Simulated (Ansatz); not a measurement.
Process, species as SMILES: F[Si](F)(Cl)Cl [dichloro(difluoro)silane] -> F[Si](Cl)Cl + F atom (the F-Si bond at the site shown breaks; other sites are not compared here)
Geometries: B3LYP-D3(BJ)/def2-TZVP minima from Ansatz (a program for electronic structure).

Quantity: bond dissociation energy (electronic energy difference), in kcal/mol. Valence correlation only, unless marked. Open shells are spin-unrestricted. No spin-orbit coupling. Non-relativistic. CBS marks a two-point X^-3 extrapolation of the correlation energy; Hartree-Fock from the larger set. The bracket is a focal-point correction in the basis named.

```tsv
level	program	bond dissociation energy (kcal/mol)
PBE/def2-TZVPD	Ansatz	154.1
BLYP-D4/def2-TZVPD	Ansatz + dftd4	153.0
BLYP/def2-TZVPD	Ansatz	151.1
revPBE-D4/def2-TZVPD	Ansatz + dftd4	…
B97M-V/def2-TZVPD	Ansatz	158.0
PBE0/6-31G*	Ansatz	152.0
CAM-B3LYP-D4/def2-TZVPD	Ansatz + dftd4	…
B2GP-PLYP-D4/def2-TZVPD	Ansatz + dftd4	157.5
B2GP-PLYP/def2-TZVPD	Ansatz	157.1
B2PLYP-D3(BJ)/def2-TZVPD	Ansatz + dftd3	…
RPA@PBE/cc-pV(Q+d)Z	Ansatz	149.0
SCS-MP2/6-31G*	Ansatz	156.5
CCSD/STO-3G	Ansatz	86.4
CCSD/cc-pV(T+d)Z	Ansatz	…
RI-MP2/CBS(cc-pV(T+d)Z,cc-pV(Q+d)Z)+[CCSD(T)-MP2]/cc-pV(T+d)Z	Ansatz	162.3
```

Some entries are withheld; supply them.


- revPBE-D4/def2-TZVPD, bond dissociation energy (kcal/mol): 149.8
- CAM-B3LYP-D4/def2-TZVPD, bond dissociation energy (kcal/mol): 157.7
- B2PLYP-D3(BJ)/def2-TZVPD, bond dissociation energy (kcal/mol): 156.4
- CCSD/cc-pV(T+d)Z, bond dissociation energy (kcal/mol): 155.1
